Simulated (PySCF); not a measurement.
## Structure from 2D NMR

Compound of formula C₄H₇N₃O₂Si. Correlations simulated from computed shifts and the bond graph:

HSQC (one-bond C–H):
```csv
δH,δC
8.15,145.2
3.90,52.7
```

HMBC (two and three bonds, from the bond graph; two-bond peaks within aromatic rings are usually weak or absent):
```csv
δH,δC
8.15,"166.8, 149.2"
3.90,166.8
```

Carbons without hydrogens: δ 166.8, 149.2.

All values are calculated (PySCF 2.14.0 with density-fitted response routines): coordinates at the PBE0-D3(BJ)/def2-SVP level, B3LYP/pcSseg-1 with gauge-including orbitals. In vacuum, a single conformation, no relativistic terms, equivalent nuclei averaged.

Shifts are taken against calculated references (same method and geometry level): 1H (σ = 31.38 ppm) and 13C (σ = 179.24 ppm) against TMS.

Exchangeable hydrogens are left out of these lists.

**Question.** Assemble the structure.

**Answer.** `O(C)C(=O)c1cnn([SiH3])n1`.

Mapped SMILES: `[CH3:1][O:2][C:3](=[O:4])[c:5]1[cH:6][n:7][n:8]([SiH3:9])[n:10]1`. Each H is labelled by its parent atom.

δC 166.8 is C3, an ester carbonyl carbon. δC 149.2 is C5, a substituted aromatic carbon next to a ring nitrogen. δC 145.2 is C6, an aromatic CH next to a ring nitrogen (δH 8.15). δC 52.7 is C1, a methyl carbon bonded to O (δH 3.90). HMBC from δH 8.15 reaches the proton-free carbons C3, C5. HMBC from δH 3.90 reaches the proton-free carbon C3.

The shifts were computed for this structure.

Shifts are as computed. Against solution values, carbons near 30 ppm lie about +2 ppm off and those near 130 ppm about +6 ppm (rms about the fit 1.1 ppm; single classes can miss by 10 ppm). Of 1328 compounds with measured shifts, 309 miss one by over three times the rms of a fit or turn the order of signals round; such compounds aren't used in these exercises. Signals without a measured value on file couldn't be tested in this way.
